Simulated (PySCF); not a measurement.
**Simulated characterisation data**

PySCF calculation with spin–spin couplings from B3LYP/pcJ-1 (spin–dipole term left out of most H,H and C,H couplings), geometry: GFN2-xTB and σ from GIAO-PBE0/pcSseg-1; non-relativistic Hamiltonian, averaged over atoms made equivalent by symmetry, fast rotation or ring inversion, one computed conformer, no solvent model.

Shifts are taken against calculated references (same method and geometry level): 1H (σref 31.72), 13C (σref 186.93) against TMS. Multiplet labels drop J under 1 Hz and among equivalent protons, and merge close values. Unscaled 3J(H,H) run several per cent high. Splittings of carbon signals by F and P are missing where no couplings were computed. Where no couplings were computed, multiplicities follow the n + 1 count of equivalent neighbours, and m marks all less simple cases (inequivalent or close neighbours, rings, F or P nearby). Acid and N–H amide carbonyl carbons lie up to 10 ppm further downfield in solution (hydrogen bonding). Shifts are as computed. Against solution values, carbons near 30 ppm lie about +3 ppm off and those near 130 ppm about +5 ppm. Of 1211 compounds with measured shifts, 218 miss one by over three times the rms of a fit or turn the order of signals round; such compounds aren't used in these exercises. OH and NH positions are gas-phase values without hydrogen bonding to other molecules.

Compound 1 (C$_{5}$H$_{9}$NO). 1H NMR (400 MHz, computed): δ 4.59 (br, 1H), 3.44 (m, 2H), 2.29 (m, 2H), 1.70 (m, 2H), 1.66 (m, 2H). 13C{1H} NMR (computed): δ 169.5, 46.0, 34.9, 27.0, 25.8. Structure: 2-piperidone (SMILES C1C(=O)NCCC1).

Compound 2 (C$_{5}$H$_{6}$F$_{3}$P). 1H NMR (400 MHz, computed): δ 3.02 (m, 2H), 2.12 (m, 4H). 13C{1H} NMR (computed): δ 168.0, 140.8, 30.5, 21.6. Structure: `FC(F)=C(F)P1CCC1`.
